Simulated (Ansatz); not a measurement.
A geometry relaxed with PBE0-D3(BJ)/def2-TZVP run with Ansatz (an electronic-structure program), charge 0, multiplicity 1:

```xyz
5

Cl    -0.1800     2.1903    -0.5697
Sn     0.0000    -0.0011     0.0299
Cl    -1.7862    -1.2152    -0.6982
F     -0.0021    -0.0714     1.9205
Cl     1.9684    -0.9026    -0.6824
```

Q: Write the SMILES of this molecule.

A: `[F][Sn]([Cl])([Cl])[Cl]`
